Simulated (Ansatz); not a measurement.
Species: C2H8Si2, SMILES `C1C[SiH2][SiH2]1` (charge 0, multiplicity 1).

Question: Give a relaxed geometry from B3LYP-D3(BJ)/def2-TZVP (Ansatz, an electronic-structure program).

Answer: the end point of this relaxation (outside a Z-matrix the atoms follow the SMILES, hydrogens last).
Z-matrix (Å, degrees):
```
C
H 1 1.0906
H 1 1.0930 2 107.33
C 1 1.5633 2 114.04 3 -122.06
H 4 1.0906 1 114.04 2 80.38
H 4 1.0930 5 107.33 1 122.06
Si 4 1.9136 5 117.78 6 122.84
H 7 1.4841 4 117.71 5 -90.85
H 7 1.4854 8 108.50 4 -128.09
Si 1 1.9136 2 117.78 3 122.84
H 10 1.4841 1 117.72 2 -90.85
H 10 1.4854 11 108.50 1 -128.10
```
